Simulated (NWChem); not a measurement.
System: C3H7F; SMILES CC(C)F

Results from NWChem. Structure relaxed at the PBE0/def2-SVP level. Level: PBE/def2-SVP with SMD (1 M gas to 1 M solution), gas-phase geometry.

Question: Order these by “dipole in solution (D)”, lowest first: methanol; anisole; tetrahydrofuran.

Answer: anisole (1.94), tetrahydrofuran (1.99), methanol (2.05)
